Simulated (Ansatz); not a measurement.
This Ansatz (an electronic-structure program) input (CCSD(T)/cc-pVTZ) gives -24.59810 Eh with 30 basis functions.

Ansatz 0.2 input:
```yaml
crystal:
  periodic: [false, false, false]
  atoms:
    - {symbol: B, position_ang: [0.00000000, 0.00000000, 0.00000000]}
basis:
  gaussian:
    orbitals: cc-pVTZ
magnetization: {spin_polarized: true, initial_magnetization: 1}
correlation: {method: ccsd_t, electrons: outside_noble_gas}
scf: {lower_state_search: full}
```

Change:
```diff
- orbitals: cc-pVTZ
+ orbitals: aug-cc-pVTZ
```

**Question.** What does the run give now?

**Answer.** -24.59845 Eh (CCSD(T)/aug-cc-pVTZ, 46 functions), a change of -0.35 mEh.
